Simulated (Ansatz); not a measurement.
One geometry of [NbF6]- (NbF₆⁻), several levels of theory.

```yaml
crystal:
  periodic: [false, false, false]
  atoms:
    - {symbol: Nb, position_ang: [-0.000034, 0.000030, -0.000012]}
    - {symbol: F, position_ang: [-0.016905, -0.009035, 1.904754]}
    - {symbol: F, position_ang: [0.016992, 0.008984, -1.904779]}
    - {symbol: F, position_ang: [1.904747, 0.005032, 0.017034]}
    - {symbol: F, position_ang: [-1.904822, -0.005057, -0.016817]}
    - {symbol: F, position_ang: [-0.005130, 1.904864, 0.008818]}
    - {symbol: F, position_ang: [0.005152, -1.904807, -0.008998]}
basis:
  gaussian: {orbitals: def2-SVPD, initial_orbitals: start.molden}
total_charge: -1
correlation: {method: ccsd_t}
scf: {omitted_lower_state_checks: [starts]}
output: {orbitals: {seedname: orbitals}}
```

The file start.molden holds the orbitals of an earlier run on this structure, at another level or in another basis.

```sh
$ ansatz run in.yaml --threads 4 --pin off --events-out ev --progress --plain --max-ram 4787MiB
```

Shortened log:

```
Functional definition: HF
1653 factors; integrals over basis functions are off by at most 4.5e-4 eV
mean field evaluation 1: about -17766.2348 eV, gradient 3.2e1 eV
mean field evaluation 2: about -17768.2951 eV, gradient 2.7e0 eV
mean field evaluation 4: about -17768.6274 eV, gradient 1.5e0 eV
mean field evaluation 8: about -17768.6312 eV, gradient 1.5e-4 eV
mean field -17768.63115270 eV, -652.9851508510 hartree, gradient 2.2e-6 eV, S^2 0.000000; 0 other end points of the search recorded, 0 dependent functions left out
6 core orbitals not correlated: weight in the atoms' cores, before any rotation towards them, 1.000 or more for the frozen orbitals, at most 0.000 for the correlated occupied ones
reference -17768.63115270 eV, -652.9851508510 hartree; 28, 28 occupied and 138, 138 virtual orbitals, 1653 factors
second order -42.27369929 eV of doubles, -0.00000000 eV of singles
cycle   1  -40.17926166 eV  change     2.1e0 eV  update   2.5e-1
cycle   2  -41.52635175 eV  change    -1.3e0 eV  update   1.2e-1
cycle   3  -41.77752877 eV  change   -2.5e-1 eV  update   4.2e-2
cycle   4  -41.79505539 eV  change   -1.8e-2 eV  update   1.3e-2
cycle   5  -41.76993896 eV  change    2.5e-2 eV  update   3.5e-3
cycle   6  -41.76966684 eV  change    2.7e-4 eV  update   1.3e-3
cycle   7  -41.77123771 eV  change   -1.6e-3 eV  update   4.5e-4
cycle   8  -41.77096274 eV  change    2.7e-4 eV  update   1.1e-4
cycle   9  -41.77092231 eV  change    4.0e-5 eV  update   3.3e-5
perturbative correction -1.35089698 eV, -0.0496445483 hartree
Total energy: -17811.75297199 eV, -654.5698484810 hartree
Checks for a lower state left out: starts
```

Run time 2.5 min (4 threads of Arm Neoverse V1 on a shared host), peak host memory 2.6 GiB.

The first input with `gaussian: {orbitals: STO-3G}`, `hamiltonian: {xc: hf}` and without the key `correlation` (abridged; 0.35 s):

```
Functional definition: HF
mean field -117131.50257099 eV, -4304.5033248999 hartree, gradient 4.3e-6 eV, S^2 0.000000
Total energy: -117131.50257099 eV, -4304.5033248999 hartree
Checks for a lower state left out: starts
```

First input, but with `gaussian: {orbitals: def2-TZVPD, initial_orbitals: start.molden}`, `hamiltonian: {xc: r2scan, dispersion: d4}` and without the key `correlation` (abridged; 6.5 s):

```
Functional definition: r2SCAN
mean field -17867.37554796 eV, -656.6139404452 hartree, gradient 6.4e-6 eV, S^2 0.000000
Total energy: -17867.41338385 eV, -656.6153308888 hartree
Checks for a lower state left out: starts
```

First input, but with `gaussian: {orbitals: def2-TZVPD, initial_orbitals: start.molden}`, `hamiltonian: {xc: {name: LC-wPBE}}`, `output: {forces: true, orbitals: {seedname: orbitals}}` and without the key `correlation` (abridged; 5 s):

```
Functional definition: LC-wPBE
mean field -17864.27801931 eV, -656.5001083669 hartree, gradient 7.6e-6 eV, S^2 0.000000
Total energy: -17864.27801932 eV, -656.5001083673 hartree
Atom 0 force     0.000487    -0.000539     0.000170 eV/Å
Atom 1 force     0.001077     0.000888    -0.128780 eV/Å
Atom 2 force    -0.001448    -0.000609     0.128842 eV/Å
Atom 3 force    -0.128792    -0.000173    -0.001195 eV/Å
Atom 4 force     0.128973     0.000425     0.000862 eV/Å
Atom 5 force     0.000240    -0.128815    -0.000412 eV/Å
Atom 6 force    -0.000538     0.128823     0.000514 eV/Å
Dipole moment:    -0.000080     0.000076    -0.000028 e Å
Checks for a lower state left out: starts
```

As the first input, with `gaussian: {orbitals: def2-TZVPD, initial_orbitals: start.molden}`, `correlation: {method: mp2}` (abridged; 7 s):

```
Functional definition: HF
mean field -17788.46910750 eV, -653.7141822432 hartree, gradient 8.1e-6 eV, S^2 0.000000
6 core orbitals not correlated: weight in the atoms' cores, before any rotation towards them, 1.000 or more for the frozen orbitals, at most 0.000 for the correlated occupied ones
second order -53.16519984 eV of doubles, -0.00000000 eV of singles
Total energy: -17841.63430734 eV, -655.6679673007 hartree
Checks for a lower state left out: starts
```

As the first input, with `hamiltonian: {xc: pbe0, dispersion: d4}` and without the key `correlation` (abridged; 2.7 s):

```
Functional definition: PBE0
mean field -17837.36046485 eV, -655.5109064861 hartree, gradient 7.8e-5 eV, S^2 0.000000
Total energy: -17837.49058745 eV, -655.5156884034 hartree
Checks for a lower state left out: starts
```

As the first input, with `gaussian: {orbitals: def2-TZVPD, initial_orbitals: start.molden}`, `hamiltonian: {xc: pbe}`, `correlation: {method: rpa}` and without the key `output` (abridged; 12 s):

```
Functional definition: PBE
mean field -17858.33921921 eV, -656.2818614890 hartree, gradient 8.2e-6 eV, S^2 0.000000
6 core orbitals not correlated: weight in the atoms' cores, before any rotation towards them, 1.000 or more for the frozen orbitals, at most 0.000 for the correlated occupied ones
Total energy: -17862.40647032 eV, -656.4313302102 hartree
Checks for a lower state left out: starts
```

Geometry: PBE0-D4/def2-SVPD.

In the def2 sets Nb takes a core potential, while STO-3G treats all electrons; there is no spin–orbit coupling. LC-ωPBE has ω = 0.4 bohr⁻¹. Correlated methods freeze 6 core orbitals; core or outer-core shells of Nb are correlated, in sets that lack core-valence functions.
